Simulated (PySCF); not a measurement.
GeH₄O₄. Atoms are numbered in the order given.

```xyz
9

O     -1.0727     1.0337     0.9308
Ge     0.0000     0.0000     0.0000
O      1.0727    -1.0337     0.9308
O     -1.0337    -1.0727    -0.9308
O      1.0337     1.0727    -0.9308
H     -1.8984     0.5903     1.1602
H      1.8984    -0.5903     1.1602
H     -0.5903    -1.8984    -1.1602
H      0.5903     1.8984    -1.1602
```
Charge 0, spin multiplicity 1.

Geometry optimised at ωB97X-D3(BJ)/def2-SVP. The isomer is the one that the SMILES or the coordinates give; other isomers of the formula were not compared. One conformer was computed; it need not be the lowest.

Calculation: PySCF with r2SCAN/def2-TZVP.

Symmetry labels are those of the subgroup C2 that the program uses (full group S4).

Task: List the valence orbital energies around the gap with their symmetry. (The exact figures need the calculation; the answer reports its results.)

Result: 
| orbital | symmetry | energy (eV) |
|---|---|---|
| HOMO−7 | A | -9.82 |
| HOMO−6 | A | -9.67 |
| HOMO−5 | B | -9.13 |
| HOMO−4 | B | -9.13 |
| HOMO−3 | A | -8.30 |
| HOMO−2 | A | -8.12 |
| HOMO−1 | B | -7.82 |
| HOMO | B | -7.82 |
| LUMO | A | -0.76 |
| LUMO+1 | B | 1.42 |
| LUMO+2 | B | 1.42 |
| LUMO+3 | A | 1.43 |
